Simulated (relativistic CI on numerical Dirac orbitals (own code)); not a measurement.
## Nb³⁺ (4d2) in a crystal field

Calculated by Dirac-Coulomb-Breit CI, separate exchange-only KLI orbitals for each configuration, a model potential for QED, valence Slater integrals scaled by 0.8, one configuration in a parametric crystal field (own radial code).

Field parameters in Wybourne normalisation: D4h B²₀ = −7Ds, B⁴₀ = 21(Dq − Dt), B⁴₄ = 21√(5/14) Dq. The field is a parameter set, without covalency.

S is read from ⟨S²⟩ = S(S + 1).

Levels (cm⁻¹, degeneracy): 0 (1), 73 (2), 364 (1), 388 (1), 978 (2), 1161 (1), 1384 (1), 9149 (1), 9273 (1), 9606 (2), 9898 (1), 20056 (1).

Question: Which field gives this pattern?
A. D4h, 10Dq = 20300, Ds = 1770, Dt = -260 cm⁻¹
B. D4h, 10Dq = 20300, Ds = -680, Dt = -260 cm⁻¹
C. D4h, 10Dq = 20300, Ds = 140, Dt = -260 cm⁻¹
D. D4h, 10Dq = 20300, Ds = -270, Dt = -260 cm⁻¹

Answer: D. D4h, 10Dq = 20300, Ds = -270, Dt = -260 cm⁻¹, ground level with S = 1.00.
